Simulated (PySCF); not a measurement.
How methods differ on the excitation energy of Sr⁺

Sr⁺ [Kr] 5s1 (2S) → Sr⁺ [Kr] 4d1 (2D), as a difference of total energies. Calculation: PySCF 2.14, in aug-cc-pwCVTZ-X2C with one added diffuse shell each of s, p, d, f type (11s10p8d4f, 109 functions); scalar relativity by spin-free X2C-1e. Correlated levels: valence and next inner shell: [Ar] 3d10 frozen. The calculations carry no spin-orbit coupling.

```tsv
method	excitation energy (eV)	error (eV)
UHF	1.907	+0.081
LDA	1.680	-0.146
PBE	1.515	-0.311
PBE0	1.521	-0.305
r2SCAN	1.406	-0.420
TPSSh	1.374	-0.452
M06-L	1.018	-0.808
CAM-B3LYP	1.687	-0.139
MP2 (valence and next inner shell)	1.975	+0.149
SCS-MP2 (valence and next inner shell)	1.946	+0.120
```

Reference: 1.826 eV (measured; NIST levels, between the centres of gravity of the two terms).

Errors of the correlated levels include the incompleteness of this basis and the frozen core.
